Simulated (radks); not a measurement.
Dy III, 64 electrons, occupied as [Xe] 4f9 6p1 (not the ground configuration). Method: scalar-relativistic Kohn-Sham, BLYP, spin-polarised, spherical densities, finite nucleus; open shells are filled with parallel spins first (spin-orbit coupling, left out, can overturn this in heavy ions); Fermi nuclear charge, rms radius 5.2218 fm; computed with a radial shooting solver on a logarithmic mesh with Libxc functionals.

Unscreened Slater integrals over Kohn-Sham orbitals (eV). They are taken over the spin-up orbitals.

integral     value
F0(6p,6p)   6.3249
F2(6p,6p)   3.4956
F0(6p,4f)   8.3125
F2(6p,4f)   1.1017
G2(6p,4f)  0.29911
G4(6p,4f)  0.27051
F0(6p,5p)   7.9240
F2(6p,5p)   1.9921
G0(6p,5p)  0.39708
G2(6p,5p)  0.53778
F0(6p,5s)   8.0459
G1(6p,5s)  0.64988
F0(4f,4f)   31.727
F2(4f,4f)   14.936
F4(4f,4f)   9.3421
F6(4f,4f)   6.7128
F0(4f,5p)   19.914
F2(4f,5p)   6.8288
G2(4f,5p)   3.5350
G4(4f,5p)   2.7325
F0(4f,5s)   22.391
G3(4f,5s)   4.1695
F0(5p,5p)   16.574
F2(5p,5p)   8.9285
F0(5p,5s)   17.739
G1(5p,5s)   11.848
F0(5s,5s)   19.266

Derived for the open shells (J is the average intra-shell exchange parameter used in DFT+U). 4f: F4/F2 = 0.625, F6/F2 = 0.449, J = (286 F2 + 195 F4 + 250 F6)/6435 = 1.208 eV. 6p: J = F2/5 = 0.6991 eV.
